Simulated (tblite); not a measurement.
Input of a run (GFN2-xTB geometry optimisation, gas phase (tblite 0.8.0)), started from a force field or distance geometry:
```
{"job": {"kind": "relax", "xc": "GFN2-xTB", "basis": "xTB"}, "charge": -1, "multiplicity": 1}
O      4.941900     0.175200     0.727900
C      3.704700     0.134400     0.646700
C      3.033800     0.145600    -0.647800
C      1.698800     0.108800    -0.854100
C      0.657100     0.019700     0.162800
C     -0.650400    -0.021600    -0.169000
C     -1.694400    -0.097900     0.825300
C     -3.034300    -0.147700     0.709300
O     -3.884000    -0.225200     1.644300
C     -3.675800    -0.128900    -0.678600
O     -3.097100    -0.066000    -1.767100
H      3.074000     0.067600     1.556500
H      3.688800     0.209600    -1.493500
H      1.353400     0.123800    -1.881100
H      0.929800     0.003100     1.206900
H     -0.944100     0.006000    -1.196600
H     -1.333500    -0.120400     1.862200
H     -4.777500    -0.179800    -0.665700
```

Output (eV, eV/Å):
```
step      E/eV     max force
  0    -898.86706    3.702
  1    -899.11788    1.907
  2    -899.17741    0.935
  3    -899.19514    0.376
  4    -899.20441    0.200
  5    -899.21282    0.299
  6    -899.21507    0.158
  7    -899.21791    0.157
  8    -899.22040    0.150
  9    -899.22143    0.107
 10    -899.22225    0.081
 11    -899.22287    0.083
 12    -899.22340    0.064
 13    -899.22375    0.041
 14    -899.22399    0.035
 15    -899.22417    0.031
 16    -899.22433    0.036
 17    -899.22447    0.036
 18    -899.22458    0.027
 19    -899.22468    0.025
 20    -899.22478    0.026
 21    -899.22489    0.030
 22    -899.22500    0.029
 23    -899.22513    0.031
 24    -899.22527    0.035
 25    -899.22540    0.029
 26    -899.22550    0.031
 27    -899.22562    0.029
 28    -899.22578    0.041
 29    -899.22601    0.045
 30    -899.22628    0.040
 31    -899.22654    0.044
 32    -899.22680    0.052
 33    -899.22708    0.051
 34    -899.22732    0.043
 35    -899.22746    0.022
 36    -899.22751    0.015
 37    -899.22754    0.015
 38    -899.22756    0.011
 39    -899.22757    0.008
```

Problem. Summarise the run.

Solution. The energy falls by 8.3 kcal/mol over 39 L-BFGS steps, the largest force on an atom goes from 3.70 to 0.008 eV/Å, and the atoms move by 0.067 Å rms after alignment. The bond that changes most is C7=C8 (ends: carbon bonded to 2 C and H; vinylic carbon bearing oxygen), which lengthens by 0.069 Å. Bonds longer at the end by more than 0.005 Å: 6 of 17; shorter: 8. Among the angles that change most is O1–C2–C3, from 121.1° to 125.8°. The energy never rose by more than 1e-5 eV on the way. The first step brought 70 % of the lowering.

Problem. What are the final bond lengths?

Solution. O1=C2 1.231 Å, C2–C3 1.415 Å, C3=C4 1.379 Å, C4–C5 1.393 Å, C5=C6 1.386 Å, C6–C7 1.381 Å, C7=C8 1.414 Å, C8–O9 1.252 Å, C8–C10 1.494 Å, C10=O11 1.212 Å, C2–H12 1.109 Å, C3–H13 1.084 Å, C4–H14 1.087 Å, C5–H15 1.082 Å, C6–H16 1.081 Å, C7–H17 1.086 Å, C10–H18 1.114 Å. Numbering counts from 1 in the input's order; the species is `O=C\C=C/C=C/C=C(/[O-])C=O`.

Its GFN2-xTB frequencies are all real (lowest 19 cm⁻¹). 2 starts were optimised and ended at 0.00 and 3.33 kcal/mol (GFN2-xTB); the lowest of these is shown.

Shape of the structure used: `[O:1]=[CH:2]\[CH:3]=[CH:4]/[CH:5]=[CH:6]/[CH:7]=[C:8](/[O-:9])[CH:10]=[O:11]`: O1–C2–C3–C4 180°, C3–C4–C5–C6 180°, C5–C6–C7–C8 180°, C7–C8–C10–O11 0°.

One conformer stands for the species.

The numbers are calculated, not measured.
